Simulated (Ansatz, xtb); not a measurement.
**Relative energy of two isomers of C4H6N2OS**

Structure a is `COc1nccn1S`, a singlet and structure b is `COc1cn(S)cn1`, a singlet. Both are isolated molecules in the gas phase, relaxed with B3LYP/def2-SVP; the shapes shown needn't be the lowest conformers.

a (Å):

```csv
atom,x (Å),y (Å),z (Å)
C,-0.3658,-0.4848,0.3348
C,0.3102,0.6107,-1.6200
C,0.9739,-0.0591,-3.5327
C,0.9920,1.3111,-3.5989
N,0.5466,-0.4859,-2.2916
N,0.5572,1.7414,-2.3463
O,-0.1257,0.7352,-0.3597
S,0.3772,3.4026,-1.8450
H,0.5558,-1.0837,0.4028
H,-0.7135,-0.2047,1.3373
H,-1.1313,-1.0845,-0.1820
H,1.2467,-0.7666,-4.3144
H,1.2616,2.0110,-4.3853
H,-0.0428,3.0583,-0.6064
```

b (Å):

```
atom    x (Å)    y (Å)    z (Å)
   C   0.2695  -0.4470   0.8232
   C   0.0022   0.3623  -1.3704
   C  -0.5645   0.5161  -2.6187
   C   1.2500   1.7809  -2.3734
   N   0.2635   1.4395  -3.2594
   N   1.1149   1.1450  -1.2320
   O  -0.4548  -0.4427  -0.3957
   S   0.0473   2.0862  -4.8370
   H  -0.2490  -1.1534   1.4854
   H   0.2884   0.5533   1.2868
   H   1.3124  -0.7725   0.6740
   H  -1.4390   0.0844  -3.0934
   H   0.7086   1.1127  -5.5196
   H   2.0286   2.4985  -2.6314
```

Quicker runs give these differences E(b) − E(a): GFN2-xTB +3.60 kcal/mol; HF/STO-3G +1.43 kcal/mol (at GFN2-xTB geometries); r2SCAN-D4/def2-SVP −0.42 kcal/mol (at GFN2-xTB geometries).

Which of the two would you expect CCSD(T)/def2-SVP + ΔMP2/def2-TZVPP electronic energies to favour?

CCSD(T)/def2-SVP + ΔMP2/def2-TZVPP gives E(b) − E(a) = −1.41 kcal/mol, favouring structure b, but this leans on the basis-set step: CCSD(T) alone gives −0.73 kcal/mol.

How the difference moves with the method:

```tsv
level	geometry	E(b) − E(a) (kcal/mol)	departure from the last row (kcal/mol)	job, with rough time for the two
GFN2-xTB	GFN2-xTB	+3.60	+5.00	optimisation, 0.13 s
HF/STO-3G	GFN2-xTB	+1.43	+2.84	single point, 0.58 s
r2SCAN-D4/def2-SVP	GFN2-xTB	−0.42	+0.99	single point, 7.2 s
B3LYP/def2-SVP	B3LYP/def2-SVP	−1.06	+0.35	optimisation, 51 s
HF/def2-SVP	B3LYP/def2-SVP	+0.20	+1.61	part of the CCSD(T) run
MP2/def2-SVP	B3LYP/def2-SVP	−0.63	+0.77	part of the CCSD(T) run
CCSD(T)/def2-SVP	B3LYP/def2-SVP	−0.73	+0.67	single point
CCSD(T)/def2-SVP + ΔMP2/def2-TZVPP	B3LYP/def2-SVP	−1.41		single point, 2.5 min
```

As drawn, both hold the same kinds of bond in the same numbers.

GFN2-xTB, HF/STO-3G put the two in the other order. r2SCAN-D4/def2-SVP, HF/def2-SVP find them nearly level. The largest departure from CCSD(T)/def2-SVP + ΔMP2/def2-TZVPP is that of GFN2-xTB, 5.00 kcal/mol. A small imaginary or near-zero mode remains, so no thermal terms are given. The last row adds to CCSD(T) the change of the MP2 difference between the two basis sets, here −0.67 kcal/mol.

The correlated steps freeze 12 core orbitals. Run with Ansatz 0.2.0, xtb 6.7.1; the last row on 2 threads of Arm Neoverse V2 on a shared host.
